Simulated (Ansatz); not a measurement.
Ansatz (a first-principles code) job for Nb(F)3(OH)2 (F3H2NbO2), SMILES [OH][Nb]([OH])([F])([F])[F], multiplicity 1, r2SCAN-D4/def2-SVP. 

Ansatz 0.2 input:
```yaml
crystal:
  periodic: [false, false, false]
  atoms:
    - {symbol: Nb, position_ang: [0.00000000, -0.00000000, 0.00000000]}
    - {symbol: F, position_ang: [1.86804948, -0.00000000, -0.00000000]}
    - {symbol: F, position_ang: [-0.93402474, 1.61777830, -0.00000001]}
    - {symbol: F, position_ang: [-0.93402474, -1.61777830, 0.00000001]}
    - {symbol: O, position_ang: [-0.00000000, 0.00000001, 1.77961362]}
    - {symbol: H, position_ang: [0.00000000, 0.00000001, 2.74188953]}
    - {symbol: O, position_ang: [0.00000000, -0.00000001, -1.77961362]}
    - {symbol: H, position_ang: [0.00000000, -0.00000001, -2.74188953]}
basis:
  gaussian:
    orbitals: def2-SVP
hamiltonian:
  xc: r2scan
  dispersion: d4
relax: {f_tol: 0.002, max_steps: 200}
```

It prints:

```
WARN ansatz: RAYON_NUM_THREADS=1 ignored (pool sized by the plan → 1); use --threads N
Functional definition: r2SCAN
integrals: 0.06 GiB planned
1123 factors; their error is unknown
mean field: 0.34 GiB planned
mean field evaluation 1: about -13807.2674 eV, gradient 9.2e1 eV
mean field evaluation 2: about -13692.5195 eV, gradient 2.6e2 eV
mean field evaluation 4: about -13821.3076 eV, gradient 9.3e0 eV
mean field evaluation 8: about -13821.5069 eV, gradient 1.3e-1 eV
mean field evaluation 16: about -13821.4633 eV, gradient 9.7e-5 eV
mean field -13821.46332648 eV, -507.9294087238 hartree, gradient 1.4e-5 eV, S^2 0.000000; 0 other end points of the search recorded, 0 dependent functions left out
the calculation of the forces begins
reference -13821.46335536 eV, -507.9294097852 hartree; 29, 29 occupied and 82, 82 virtual orbitals, 1123 factors
relax step   1: F+E_penalty+E_count = -13821.50067629 eV  Δ(F+E_penalty+E_count) = +0.000e0 eV  max|allowed force component| = 4.231e0 eV/Å  Δτ_max = 0.0000 Å  (31 SCF iters, accepted)
these checks for a lower state are left out or cut short: starts, cluster_reference, orbital_swaps, neighbouring_geometries, increment
integrals: 0.06 GiB planned
1123 factors; their error is unknown
mean field: 0.33 GiB planned
mean field -13821.83035346 eV, -507.9428967166 hartree, gradient 1.1e-5 eV, S^2 0.000000; 0 other end points of the search recorded, 0 dependent functions left out
the calculation of the forces begins
reference -13821.83038211 eV, -507.9428977696 hartree; 29, 29 occupied and 82, 82 virtual orbitals, 1123 factors
relax step   2: F+E_penalty+E_count = -13821.86690006 eV  Δ(F+E_penalty+E_count) = -3.662e-1 eV  max|allowed force component| = 3.625e-1 eV/Å  Δτ_max = 0.0874 Å  (32 SCF iters, accepted)
these checks for a lower state are left out or cut short: starts, cluster_reference, orbital_swaps, neighbouring_geometries, increment
integrals: 0.06 GiB planned
1123 factors; their error is unknown
mean field: 0.33 GiB planned
mean field evaluation 32: about -13821.8357 eV, gradient 4.5e-4 eV
mean field -13821.83566699 eV, -507.9430919853 hartree, gradient 2.2e-5 eV, S^2 0.000000; 0 other end points of the search recorded, 0 dependent functions left out
the calculation of the forces begins
reference -13821.83569558 eV, -507.9430930358 hartree; 29, 29 occupied and 82, 82 virtual orbitals, 1123 factors
relax step   3: F+E_penalty+E_count = -13821.87219042 eV  Δ(F+E_penalty+E_count) = -5.290e-3 eV  max|allowed force component| = 5.426e-2 eV/Å  Δτ_max = 0.0078 Å  (32 SCF iters, accepted)
these checks for a lower state are left out or cut short: starts, cluster_reference, orbital_swaps, neighbouring_geometries, increment
integrals: 0.06 GiB planned
1123 factors; their error is unknown
mean field: 0.33 GiB planned
mean field -13821.83584219 eV, -507.9430984235 hartree, gradient 2.2e-5 eV, S^2 0.000000; 0 other end points of the search recorded, 0 dependent functions left out
the calculation of the forces begins
reference -13821.83587076 eV, -507.9430994735 hartree; 29, 29 occupied and 82, 82 virtual orbitals, 1123 factors
relax step   4: F+E_penalty+E_count = -13821.87237042 eV  Δ(F+E_penalty+E_count) = -1.800e-4 eV  max|allowed force component| = 1.707e-3 eV/Å  Δτ_max = 0.0019 Å  (32 SCF iters, accepted)
integrals: 0.06 GiB planned
1123 factors; their error is unknown
mean field: 0.33 GiB planned
mean field -13821.83584219 eV, -507.9430984235 hartree, gradient 2.2e-5 eV, S^2 0.000000; 1 other end points of the search recorded, 0 dependent functions left out
the calculation of the forces begins
reference -13821.83587076 eV, -507.9430994735 hartree; 29, 29 occupied and 82, 82 virtual orbitals, 1123 factors
Total energy: -13821.87239899 eV, -507.9444418614 hartree
Atom 0 at     0.000027    -0.000000    -0.000000 Å, force    -0.000020    -0.000000     0.000000 eV/Å
Atom 1 at     1.863568     0.000000    -0.000000 Å, force     0.000513     0.000000    -0.000000 eV/Å
Atom 2 at    -0.931918     1.613761    -0.000000 Å, force    -0.000275     0.000379     0.000000 eV/Å
Atom 3 at    -0.931918    -1.613761     0.000000 Å, force    -0.000275    -0.000379     0.000000 eV/Å
Atom 4 at     0.000050     0.000000     1.875732 Å, force     0.000029    -0.000000     0.001432 eV/Å
Atom 5 at     0.000071     0.000000     2.835434 Å, force    -0.000001    -0.000000    -0.001707 eV/Å
Atom 6 at     0.000050    -0.000000    -1.875732 Å, force     0.000029     0.000000    -0.001432 eV/Å
Atom 7 at     0.000071    -0.000000    -2.835434 Å, force    -0.000001    -0.000000     0.001707 eV/Å
Dipole moment:     0.000118    -0.000000     0.000000 e Å
```

Self-consistency was reached.

Cost: around 29 core-seconds (rough).
